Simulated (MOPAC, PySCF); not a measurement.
Pair of molecules: CHN (SMILES C#N) (first 3 atoms) with HBr (SMILES Br); geometry from B3LYP-D3(BJ)/def2-TZVP, rigid monomers moved along the line of their centres of mass till N2···H5 is 2.93 Å.
(charge 0, multiplicity 1):
| atom | x (Å) | y (Å) | z (Å) |
|---|---|---|---|
| C | -0.4398 | -0.0843 | -0.4579 |
| N | -0.2634 | -0.2141 | 0.6651 |
| H | -0.6044 | 0.0368 | -1.5054 |
| Br | 0.4116 | -0.7103 | 4.9530 |
| H | 0.1897 | -0.5467 | 3.5443 |

Interaction energies are E(AB) − E(A) − E(B) at the monomers' geometry in the complex; basis-set methods are counterpoise corrected. Rows marked so take none.

Rows in 6-31G* carry no dispersion term and start afresh at each structure (6-31G* with six Cartesian d functions); the Pople sets are all-electron and without relativity. MP2/6-31G* freezes PySCF's default core, which leaves 3d correlated. The state reached by PM3 isn't checked.

Run with MOPAC for PM3 (differences of heats of formation); PySCF for 6-31G* rows. 

One of these levels gives -1.64 kcal/mol for the interaction energy. Which one is it?
A. MP2/6-31G* (no counterpoise)
B. PM3
C. BP86/6-31G* (no counterpoise)

B, PM3. The others give -2.22 (BP86/6-31G* (no counterpoise)), -2.98 (MP2/6-31G* (no counterpoise))
